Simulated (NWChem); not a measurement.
System: CH$_{4}$O$_{2}$Te; SMILES CO[Te]O

The following NWChem deck was run.

```
start job
memory heap 200 mb stack 900 mb global 1100 mb
geometry units angstroms noautosym nocenter noautoz
  Te     0.280190    -0.453732     0.041341
  O     -1.665367    -0.858171    -0.035996
  H     -1.953251    -1.063899     0.863391
  O      0.177927     1.442600     0.618938
  C     -0.216219     2.401152    -0.334199
  H     -1.260670     2.255239    -0.661137
  H     -0.140968     3.387800     0.151074
  H      0.430406     2.403374    -1.230729
end
basis spherical
  * library def2-svpd
end
ecp
  Te library def2-ecp
end
dft
  xc xpbe96 cpbe96
  iterations 150
end
property
  response 1 0.0
end
task dft property
```

The geometry was optimised at PBE0/def2-SVP. Not confirmed as a minimum by frequencies. def2 effective core potentials on Te; no spin-orbit coupling.

Static field.

Problem. What results follow from this input? (PBE/def2-SVPD with def2 effective core potentials on Te.) Quantities: isotropic polarisability (bohr³); anisotropy (bohr³).

Solution. 
```yaml
isotropic polarisability (bohr³): 66.8
anisotropy (bohr³): 19.6
```
